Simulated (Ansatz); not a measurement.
Program: Ansatz. Geometries: PBE0-D4/def2-TZVP. ΔE: electronic, gas phase. CBS: MP2 limit from def2 TZ/QZ plus the TZ coupled-cluster correction, frozen cores. Functionals use def2-TZVPP. B3LYP here is the variant with VWN-RPA as its local correlation; programs differ in this. For Br outer-core shells are correlated without core-valence functions, which leaves a few kJ/mol of doubt a bond. Scalar relativity is left out up to krypton. One conformer a species, not always the lowest.

Consider the redistribution: `O=CO[SiH](F)Br` + `CB(C)N` → `N[SiH](F)Br` + `CB(C)OC=O`.

```json
{"level": "PBE-D4", "ΔE (kcal/mol)": "10.0", "difference from CCSD(T)/CBS": "0.2"}
{"level": "r2SCAN-D4", "ΔE (kcal/mol)": "9.7", "difference from CCSD(T)/CBS": "-0.1"}
{"level": "PBE0-D4", "ΔE (kcal/mol)": "9.5", "difference from CCSD(T)/CBS": "-0.3"}
{"level": "B3LYP-D4", "ΔE (kcal/mol)": "9.7", "difference from CCSD(T)/CBS": "-0.1"}
{"level": "ωB97X-V", "ΔE (kcal/mol)": "9.0", "difference from CCSD(T)/CBS": "-0.8"}
{"level": "ωB97M-V", "ΔE (kcal/mol)": "9.2", "difference from CCSD(T)/CBS": "-0.6"}
{"level": "B2PLYP", "ΔE (kcal/mol)": "9.7", "difference from CCSD(T)/CBS": "-0.1"}
{"level": "PBE", "ΔE (kcal/mol)": "9.8", "difference from CCSD(T)/CBS": "0.0"}
{"level": "r2SCAN", "ΔE (kcal/mol)": "9.7", "difference from CCSD(T)/CBS": "-0.1"}
{"level": "PBE0", "ΔE (kcal/mol)": "9.4", "difference from CCSD(T)/CBS": "-0.4"}
{"level": "B3LYP", "ΔE (kcal/mol)": "9.4", "difference from CCSD(T)/CBS": "-0.4"}
{"level": "HF/def2-TZVPP", "ΔE (kcal/mol)": "8.2", "difference from CCSD(T)/CBS": "-1.6"}
{"level": "MP2/def2-TZVPP", "ΔE (kcal/mol)": "10.3", "difference from CCSD(T)/CBS": "0.5"}
{"level": "SCS-MP2/def2-TZVPP", "ΔE (kcal/mol)": "10.2", "difference from CCSD(T)/CBS": "0.4"}
{"level": "CCSD/def2-TZVPP", "ΔE (kcal/mol)": "9.8", "difference from CCSD(T)/CBS": "0.0"}
{"level": "CCSD(T)/def2-TZVPP", "ΔE (kcal/mol)": "10.1", "difference from CCSD(T)/CBS": "0.3"}
{"level": "HF/def2-QZVPP", "ΔE (kcal/mol)": "8.3", "difference from CCSD(T)/CBS": "-1.5"}
{"level": "MP2/def2-QZVPP", "ΔE (kcal/mol)": "10.2", "difference from CCSD(T)/CBS": "0.4"}
{"level": "SCS-MP2/def2-QZVPP", "ΔE (kcal/mol)": "10.1", "difference from CCSD(T)/CBS": "0.3"}
{"level": "HF/CBS(def2)", "ΔE (kcal/mol)": "8.3", "difference from CCSD(T)/CBS": "-1.5"}
{"level": "MP2/CBS(def2)", "ΔE (kcal/mol)": "10.0", "difference from CCSD(T)/CBS": "0.2"}
{"level": "CCSD/CBS(def2)", "ΔE (kcal/mol)": "9.6", "difference from CCSD(T)/CBS": "-0.2"}
{"level": "CCSD(T)/CBS", "ΔE (kcal/mol)": "9.8", "difference from CCSD(T)/CBS": "0"}
```

Largest T1 diagnostic among the species: 0.014.

In def2-TZVPP, CCSD(T) changes the Hartree–Fock value by +1.8 kcal/mol (the triples alone add +0.2 kcal/mol) and MP2 by +2.1 kcal/mol.
